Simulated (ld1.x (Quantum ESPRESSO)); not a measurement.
## Pseudopotential generation for sulfur (S): TM, LDA (PZ), scalar-relativistic.

* Element: S
* Generator: ld1.x (Quantum ESPRESSO) 7.5
* Type: norm-conserving Troullier–Martins (Kleinman–Bylander form)
* Functional: LDA (PZ)
* Relativity: scalar-relativistic
* Frozen core: [Ne]
* Valence charge: 6
* Reference configuration: 3s2 3p3 (charge +1)
* Partial waves: 3s (bound): rc 1.15 bohr; 3p (bound): rc 1.40 bohr; 3d channel at 0.45 Ry: rc 1.20 bohr
* Local potential: the d channel
* Core correction: none

All-electron outer shells of the reference configuration (LDA (PZ), scalar-relativistic, ld1.x):

```
shell  level (eV)  outermost node (bohr)  outermost maximum (bohr)
   3s      -27.63                   0.60                      1.39
   3p      -16.88                   0.58                      1.55
```

**Question.** Does the generator finish with these settings?

**Answer.** Yes, a potential is produced and its reference levels are reproduced.

**Question.** Estimate the cutoffs (Ry, on a coarse ladder) from which the occupation-weighted sum of valence levels, in a spherical-Bessel basis at the reference potential, stays within 10 and 1 mRy of its value at 400 Ry.

**Answer.** 50 Ry and 120 Ry.

**Question.** What does a ghost test show?

**Answer.** Ghost state, extra bound levels that the all-electron valence spectrum of the same l lacks: s at -20.0 eV. A true bound ghost makes a file unfit for plane-wave use. The logarithmic derivative shows an extra or strongly shifted pseudo pole above the reference energy (s near -1.50 Ry).

**Question.** Which valence shell sets the plane-wave cutoff?

**Answer.** 3s: its level needs 110 Ry to come within 1 mRy, against 21 Ry for 3p.

**Question.** Tests: 3s2 3p4; 3s2 3p2; 3s2 3p1; 3s2 3p4.3; 3s1 3p5; 3s1 3p4; 3s2 3p0. Which has the largest error in its energy relative to the reference configuration, and how large is it?

**Answer.** 3s2 3p0, with +2192 meV (all-electron minus pseudo) on +103.51 eV.
